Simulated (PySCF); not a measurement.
H₅InN₂, SMILES [InH]([NH2])[NH2].

The structure is a stationary point at PBE0-D3(BJ)/def2-SVP. The def2 effective core potentials stand for the cores of In; spin–orbit coupling is left out. One conformer was computed; it need not be the lowest.

Method: PBE0/def2-TZVPD (PySCF).

Gas-phase values at a fixed geometry.

```json
{
  "total_energy": "-302.56741 hartree",
  "point_group": "Cs",
  "highest_occupied_level": "-6.68 eV",
  "lowest_empty_level": "-0.76 eV",
  "orbital_gap": "5.92 eV",
  "dipole_moment": "1.39 D",
  "quadrupole, principal values (traceless, Buckingham form, about the centre of nuclear charge)": "-3.68, 1.59, 2.08 D·Å",
  "mean_static_polarisability": "58.3 bohr³ (8.64 Å³)",
  "polarisability_principal_values": "48.4, 60.3, 66.2 bohr³"
}
```
